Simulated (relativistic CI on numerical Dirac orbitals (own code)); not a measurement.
## Electric-dipole lines of Cu XXII

Calculated at this level of theory: Dirac-Coulomb-Breit CI, separate exchange-only KLI orbitals for each configuration, model QED, unscaled Slater integrals (own radial code, finite nucleus).

Configuration list (outside the closed core 1s2): 2s²2p⁴, 2s2p⁵, 2p⁶, 2p⁵3s, 2p⁵3p, 2p⁵3d, 2s²2p³3s, 2s²2p³3p, 2s²2p³3d, 2s2p⁴3s, 2s2p⁴3p, 2s2p⁴3d, 2s²2p³4s, 2s²2p³4p, 2s²2p³4d, 2s²2p³4f. Levels of other configurations are missing.

| λ vac (Å) | Lower | Upper | A (s⁻¹) | gf | Branching (%) |
| --- | --- | --- | --- | --- | --- |
| 10.333 | 2s²2p⁴ ³P2 [1] | 2s²2p³3d ¹F°3 [76] | 6.77e+12 | 7.59e-01 | 35.3 |
| 10.355 | 2s²2p⁴ ³P1 [3] | 2s²2p³3d ³P°1 [86] | 2.24e+13 | 1.08e+00 | 85.8 |
| 10.360 | 2s²2p⁴ ³P2 [1] | 2s²2p³3d ³S°1 [74] | 2.27e+13 | 1.10e+00 | 66.7 |
| 10.368 | 2s²2p⁴ ³P0 [2] | 2s²2p³3d ³D°1 [82] | 3.13e+13 | 1.51e+00 | 88.1 |
| 10.389 | 2s²2p⁴ ³P2 [1] | 2s²2p³3d ³D°2 [70] | 2.31e+13 | 1.87e+00 | 83.9 |
| 10.397 | 2s²2p⁴ ¹D2 [4] | 2s²2p³3d ¹D°2 [91] | 1.88e+13 | 1.52e+00 | 64.4 |
| 10.400 | 2s²2p⁴ ³P2 [1] | 2s²2p³3d ³D°3 [68] | 3.33e+13 | 3.78e+00 | 97.7 |
| 10.404 | 2s²2p⁴ ¹D2 [4] | 2s²2p³3d ¹F°3 [90] | 4.14e+13 | 4.70e+00 | 99.5 |
| 10.444 | 2s2p⁵ ³P°2 [6] | 2s2p⁴3d ³P2 [176] | 3.14e+13 | 2.56e+00 | 91.2 |
| 10.445 | 2s2p⁵ ³P°2 [6] | 2s2p⁴3d ³D3 [175] | 2.05e+13 | 2.34e+00 | 99.7 |
| 10.452 | 2s²2p⁴ ³P1 [3] | 2s²2p³3d ¹D°2 [79] | 1.60e+13 | 1.31e+00 | 53.6 |
| 10.479 | 2s2p⁵ ¹P°1 [9] | 2s2p⁴3d ¹D2 [200] | 4.48e+13 | 3.69e+00 | 99.2 |
| 10.556 | 2s²2p⁴ ¹S0 [5] | 2s²2p³3d ¹P°1 [95] | 4.59e+13 | 2.30e+00 | 91.8 |
| 10.564 | 2s²2p⁴ ¹D2 [4] | 2s²2p³3d ³F°3 [78] | 9.25e+12 | 1.08e+00 | 99.8 |
| 10.573 | 2s2p⁵ ³P°1 [7] | 2s2p⁴3d ³D2 [172] | 1.87e+13 | 1.57e+00 | 96.1 |
| 10.596 | 2s²2p⁴ ¹D2 [4] | 2s²2p³3d ¹F°3 [76] | 1.24e+13 | 1.46e+00 | 64.7 |
| 10.601 | 2s²2p⁴ ³P1 [3] | 2s²2p³3d ³P°2 [64] | 1.47e+13 | 1.24e+00 | 62.0 |
| 10.610 | 2s²2p⁴ ³P2 [1] | 2s²2p³3d ³D°3 [49] | 1.29e+13 | 1.53e+00 | 99.6 |
| 10.641 | 2s2p⁵ ¹P°1 [9] | 2s2p⁴3d ³F2 [196] | 2.07e+13 | 1.76e+00 | 87.1 |
| 10.694 | 2s2p⁵ ³P°2 [6] | 2s2p⁴3d ³D3 [153] | 1.98e+13 | 2.37e+00 | 99.7 |

Terms are leading LS components. Brackets give the number of a level in order of energy, since labels repeat. The list gives strong lines, with weight on those to low levels, without lines whose two gauges differ by over a factor of 2.5, among the lowest 200 of 342 levels, so that lines to higher ones, which can be the strongest, are missing. Levels whose partners in the same complex of configurations lie outside the list can be far off, and so can their lines. Rates are taken at the computed energies, electric ones in the length gauge.

At this charge energies of transitions that change n are usually good to better than 1 %, and those within a shell (Δn = 0) to a few per cent.

LS names give the leading component of a level, which can be under half, so a name can repeat, a term be missing and a line seem to break the LS rules.
